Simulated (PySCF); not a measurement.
Excitations are Tamm–Dancoff values on a coarser integration grid. The basis has no diffuse functions, so Rydberg states are missing or too high.

Cartesian coordinates (Å):
SMILES: CN(C)C=O
```xyz
12

C      1.3348    -0.0841    -0.3075
N     -0.0602     0.1502     0.0050
C     -0.8932    -1.0009     0.2671
C     -0.5542     1.4140     0.0474
O      0.0774     2.4301    -0.1592
H      1.8149     0.8764    -0.4734
H      1.4289    -0.6986    -1.2072
H      1.8314    -0.6018     0.5180
H     -0.9199    -1.6703    -0.5979
H     -1.9100    -0.6754     0.4836
H     -0.5200    -1.5676     1.1255
H     -1.6299     1.4280     0.2985
```
Charge 0, spin multiplicity 1.

### Question
Predict the S1 excitation (TDA), S1 oscillator strength and HOMO–LUMO gap from PBE-D3(BJ)/def2-TZVP // B3LYP-D3(BJ)/def2-TZVP in PySCF 2.14.0.

### Answer

```
Property                 Result
----------------------  -------
S1 excitation (TDA)     5.56 eV
S1 oscillator strength    0.001
HOMO–LUMO gap           5.35 eV
```
